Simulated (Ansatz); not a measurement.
Program: Ansatz. Geometries: PBE0-D4/def2-TZVP. ΔE: electronic, gas phase. CBS: MP2 limit from def2 TZ/QZ plus the TZ coupled-cluster correction, frozen cores. This one scheme is used for every species. DFT in def2-TZVPP. B3LYP here is the variant with VWN-RPA as its local correlation; programs differ in this. One conformer a species, not always the lowest.

Reaction (substitution at a C–O bond): `COCOC` + `CS[SiH2]O` → `CO[SiH2]SC` + `COCO`

```
          level  ΔE (kJ/mol)  difference from CCSD(T)/CBS
       B3LYP-D4          9.3                         -2.2
        ωB97M-V         11.0                         -0.5
         B2PLYP         11.4                         -0.1
         r2SCAN         12.7                          1.2
           PBE0         11.1                         -0.4
  HF/def2-TZVPP          9.6                         -1.9
CCSD/def2-TZVPP         11.5                          0.0
  HF/def2-QZVPP          9.5                         -2.0
 MP2/def2-QZVPP         12.3                          0.8
 CCSD/CBS(def2)         11.1                         -0.4
    CCSD(T)/CBS         11.5                            0
```

Largest T1 diagnostic among the species: 0.011.

CCSD(T)/CBS has its own doubt, a few kJ/mol and more with outer-core shells, so smaller differences from it don't rank the levels.
